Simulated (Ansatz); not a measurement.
`F[SiH](F)Br` and `BN[SiH](F)F` differ in one atom or group.

Ansatz, PBE0-D4/def2-TZVP geometries, multiplicity 1. Each molecule was computed in one conformer, which needn't be the lowest.

Scalar relativity is left out up to krypton. Spin–orbit coupling is left out; it splits and shifts lone-pair levels of the heavy atoms by tenths of an eV.

```csv
property,`F[SiH](F)Br`
"ideal-gas entropy at 298 K and 1 bar (rigid rotor, harmonic PBE0-D4/def2-TZVP) / J/(mol·K)",311
size of the dipole moment (ωB97M-V/def2-TZVPP) / D,1.14
HOMO energy (PBE0/def2-TZVPP) / eV,-9.25
zero-point energy (PBE0-D4/def2-TZVP) / kJ/mol,42.5
LUMO energy (PBE0/def2-TZVPP) / eV,0.33
LUMO energy (B3LYP/def2-TZVPP) / eV,0.05
```

**Question.** What does the change do to each property? (Best estimate.)

**Answer.** The calculation gave: 
```tsv
property	`BN[SiH](F)F`	shift
ideal-gas entropy at 298 K and 1 bar (rigid rotor, harmonic PBE0-D4/def2-TZVP) / J/(mol·K)	336	25
size of the dipole moment (ωB97M-V/def2-TZVPP) / D	0.90	-0.24
HOMO energy (PBE0/def2-TZVPP) / eV	-9.43	-0.18
zero-point energy (PBE0-D4/def2-TZVP) / kJ/mol	141.7	99.2
LUMO energy (PBE0/def2-TZVPP) / eV	-0.59	-0.92
LUMO energy (B3LYP/def2-TZVPP) / eV	-0.82	-0.87
```

With PBE0 the HOMO falls by 0.18 eV and the LUMO falls by 0.92 eV, so the gap narrows by about 0.74 eV. PBE moves the HOMO by -0.04 eV and ωB97M-V by -0.29 eV. The zero-point energy changes by 99.2 kJ/mol with +12 modes. Dipoles are sizes alone; their direction can turn. Modes under 60 cm⁻¹, often nearly free rotors, make the harmonic entropy too high.

B3LYP here is the variant with VWN-RPA as its local correlation; programs differ in this.
